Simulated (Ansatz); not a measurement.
Reaction (formal exchange of groups at the Si–B bond): `CB(N)[SiH3]` + `COC(N)O` → `NC(O)O[SiH3]` + `CB(C)N`

Isolated molecules relaxed with PBE0-D4/def2-TZVP in Ansatz; ΔE leaves out vibrations. CBS: MP2 limit from def2 TZ/QZ plus the TZ coupled-cluster correction, frozen cores. One conformer a species, not always the lowest.

`CB(N)[SiH3]`:

Cartesian coordinates in Å:
```
C -0.941 -0.815 1.046
B 0.125 -0.297 0.013
N 1.123 -1.147 -0.455
Si 0.095 1.611 -0.677
H -1.955 -0.700 0.648
H -0.808 -1.864 1.328
H -0.916 -0.214 1.962
H 1.830 -0.870 -1.115
H 1.203 -2.108 -0.160
H 0.222 2.600 0.433
H -1.184 1.921 -1.381
H 1.205 1.883 -1.640
```

`COC(N)O`:

Cartesian coordinates in Å:
```
C 0.263 -1.741 0.055
O 0.760 -0.425 -0.043
C -0.233 0.543 -0.137
N 0.322 1.837 -0.340
O -0.964 0.525 1.059
H -0.418 -1.967 -0.777
H -0.265 -1.902 0.998
H 1.121 -2.411 -0.001
H -0.891 0.302 -0.992
H 0.750 1.902 -1.255
H 1.038 2.004 0.359
H -1.483 1.334 1.074
```

`NC(O)O[SiH3]`:

Z-matrix (Å, degrees):
```
C
O 1 1.400
O 1 1.396 2 106.4
N 1 1.422 2 109.9 3 -122.7
H 1 1.101 2 110.7 3 117.9
H 2 0.962 1 107.3 3 169.1
Si 3 1.657 1 123.0 2 40.8
H 4 1.014 1 109.5 2 68.9
H 4 1.012 1 110.9 2 -171.4
H 7 1.483 3 104.7 1 164.3
H 7 1.483 3 112.8 1 -76.9
H 7 1.488 3 110.4 1 46.0
```

`CB(C)N`:

```xyz
12

C     0.033    1.488    0.115
B     0.132   -0.069   -0.119
C    -0.848   -1.061    0.620
N     1.099   -0.576   -0.991
H     0.763    2.074   -0.451
H    -0.965    1.855   -0.149
H     0.164    1.728    1.176
H    -1.891   -0.820    0.385
H    -0.688   -2.115    0.376
H    -0.758   -0.953    1.706
H     1.750    0.007   -1.489
H     1.209   -1.558   -1.180
```

| level | ΔE (eV) |
| --- | --- |
| MP2/def2-TZVPP | -2.06 |
| MP2/CBS(def2) | -2.09 |

**Question.** What does CCSD(T)/CBS give? (Estimate.)

**Answer.** The calculation gave: -1.96 eV. The listed levels differ from it by -0.10, -0.13 eV.

Largest T1 diagnostic among the species: 0.013.

From PBE to PBE0 (25 % exact exchange), in def2-TZVPP and without D4, ΔE moves by −0.09 eV.
